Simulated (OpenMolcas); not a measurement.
# OpenMolcas run: Os VIII

Input:

```
&GATEWAY
Coord
1

Os 0.0 0.0 0.0
Basis=ANO-RCC-VQZP
Group=XYZ
NoMove
AngMom=0.0 0.0 0.0
AMFI
&SEWARD
&RASSCF
FileOrb=start.orb
Symmetry=1
Spin=2
nActEl=1 0 0
Inactive=15 19
Ras2=5 0
CIRoot=5 5 1
SDav=5
CIMx=300
Iter=120 100
PrWF=0.3
OrbListing=Nothing
MaxOrb=0
Atom
>>> COPY $Project.JobIph JOB001
&RASSI
NrOfJobIphs=1 5
1 2 3 4 5
IphNames
JOB001
EJob
SpinOrbit
DIPRint=1.0
SOCoupling=1000.0
Subsets=2
MEES
Property=10
'ANGMOM' 1 'ANGMOM' 2 'ANGMOM' 3 'MLTPL  1' 1 'MLTPL  1' 2 'MLTPL  1' 3
'AMFI' 1 'AMFI' 2 'AMFI' 3 'MLTPL  2' 6
SOProperty=3
'ANGMOM' 1 'ANGMOM' 2 'ANGMOM' 3
```

Launched by
```bash
OMP_NUM_THREADS=1 MOLCAS_MEM=2252 MOLCAS_PROJECT=a pymolcas a.inp > a.log  # once for each step of the input, in one work folder
```

A driver script runs the steps one by one and writes start.orb anew before each from the orbitals found so far.

Output, cut to the results:

```
--- SEWARD ---
Basis set label: OS.ANO-RCC...9S8P6D4F3G2H.

      Electronic valence basis set:
      ------------------
      Associated Effective Charge  76.000000 au
      Associated Actual Charge     76.000000 au
      Nuclear Model: Point charge

      Shell  nPrim  nBasis  Cartesian Spherical Contaminant
         s      24       9        X
         p      21       8        X
         d      15       6                 X
         f      11       4                 X
         g       4       3                 X
         h       2       2                 X
                  Relativistic Douglas-Kroll-Hess integrals:
                    - DKH order of Hamiltonian: 2
                    - DKH order of Properties : 0
                  Atomic mean-field integrals
--- RASSCF ---
Wave function specifications:
      -----------------------------

      Number of closed shell electrons          68
      Number of electrons in active shells       1
      Max number of holes in RAS1 space          0
      Max nr of electrons in RAS3 space          0
      Number of inactive orbitals               34
      Number of active orbitals                  5
      Number of secondary orbitals             101
      Spin quantum number                      0.5
      State symmetry                             1
Orbital specifications:
      -----------------------

      Symmetry species                           1   2
                                                ag  au
      Frozen orbitals                            0   0
      Inactive orbitals                         15  19
      Active orbitals                            5   0
      RAS1 orbitals                              0   0
      RAS2 orbitals                              5   0
      RAS3 orbitals                              0   0
      Secondary orbitals                        46  55
      Deleted orbitals                           0   0
      Number of basis functions                 66  74
      Number of CSFs                             5
      Number of root(s) required                 5
      Iter CI   SX   CI       RASSCF       Energy    max ROT     max BLB   max BLB  Level Ln srch  Step   QN
          iter iter root      energy       change     param      element    value   shift minimum  type update
 Nr of preliminary CI iterations:   1
      Total energies have been shifted. Add               -17000.00 au
        1   1   11    0  -226.11187899    0.00E+00   3.28E-01*  17  20 2  5.51E-01*  0.00   0.00    SX    NO
        2   1   10    0  -226.54025221   -4.28E-01*  2.04E-02   12  41 2  2.74E-01*  0.00   0.00    SX    NO
        3   1   11    0  -226.55488995   -1.46E-02* -1.67E-02   16  45 2 -2.38E-01*  0.00   0.00    SX    NO
        4   1   11    0  -226.56340724   -8.52E-03* -1.49E-02   12  41 2  2.09E-01*  0.00   0.00    SX    NO
        5   1   11    0  -226.56927964   -5.87E-03* -6.57E-03   16  45 2 -1.84E-01*  0.00   0.53    LS   YES
        6   1    9    0  -226.59062264   -2.13E-02*  4.88E-04   16  38 2  1.06E-02*  0.00   1.06    QN   YES
        7   1    7    0  -226.59069660   -7.40E-05*  6.22E-05   15  24 1  1.89E-04*  0.00   0.99    QN   YES
        8   1    4    0  -226.59069662   -2.51E-08* -7.63E-06   15  51 2 -1.35E-05   0.00   0.97    QN   YES
        9   1    3    0  -226.59069662   -2.36E-10  -4.28E-07   16  38 2  1.56E-06   0.00   1.01    QN   YES
      Convergence after  9 iterations
       10   1    3    0  -226.59069662   -3.64E-11  -4.28E-07   12  48 2  1.64E-07   0.00   1.01    QN   YES
      Natural orbitals and occupation numbers for root  1
      sym 1:   0.000000   1.000000   0.000000   0.000000   0.000000
      Natural orbitals and occupation numbers for root  2
      sym 1:  -0.000000   0.000000   1.000000   0.000000   0.000000
      Natural orbitals and occupation numbers for root  3
      sym 1:   1.000000  -0.000000  -0.000000  -0.000000   0.000000
::    RASSCF root number  1 Total energy: -17226.59069662
::    RASSCF root number  2 Total energy: -17226.59069662
::    RASSCF root number  3 Total energy: -17226.59069662
::    RASSCF root number  4 Total energy: -17226.59069662
::    RASSCF root number  5 Total energy: -17226.59069662

--- RASSI ---
SPIN-FREE ENERGIES:
  (Shifted by EMIN (a.u.) =     -17226.5906966243)

 SF State       Relative EMIN(au)   Rel lowest level(eV)    D:o, cm**(-1)      L_eff

     1             0.0000000000        0.0000000000              0.0000         2.0
     2             0.0000000000        0.0000000000              0.0000         2.0
     3             0.0000000000        0.0000000000              0.0000         2.0
     4             0.0000000000        0.0000000000              0.0000         2.0
     5             0.0000000000        0.0000000000              0.0000         2.0
     Dipole printing threshold changed to   1.00000000E+00
Eigenvalues of complex Hamiltonian:
   -----------------------------------
  (Shifted by EMIN (a.u.) =     -17226.5906966243)

 SO State       Relative EMIN(au)   Rel lowest level(eV)    D:o, cm**(-1)     J-value

     1            -0.0357301320        0.0000000000              0.0000         1.2
     2            -0.0357301320        0.0000000000              0.0000         1.2
     3            -0.0357301320        0.0000000000              0.0000         1.1
     4            -0.0357301320        0.0000000000              0.0000         1.1
     5             0.0238200880        1.6204440371          13069.7626         1.7
     6             0.0238200880        1.6204440371          13069.7626         1.7
     7             0.0238200880        1.6204440371          13069.7626         1.9
     8             0.0238200880        1.6204440371          13069.7626         2.3
     9             0.0238200880        1.6204440371          13069.7626         1.9
    10             0.0238200880        1.6204440371          13069.7626         2.3
Weights of the five most important spin-orbit-free states for each spin-orbit state.

 SO State  Total energy (au)           Spin-free states, spin, and weights
 -------------------------------------------------------------------------------------------------------
...
```

The J values that RASSI prints are effective ones from its own formula and need not be integers or half-integers; the table below assigns J from the states.

Levels above the lowest, from the spin-orbit matrix, grouped by J:

```tsv
Configuration	Term	J	E (cm⁻¹)	g	Term weight %
5d	²D	3/2	0.0	0.800	100
5d	²D	5/2	13070	1.200	100
```

With one active electron the reference holds no correlation, so core polarisation is missing. Levels of configurations outside the active space are missing.

The term weight is that of the spin-free term in the level, not the purity of its configuration.
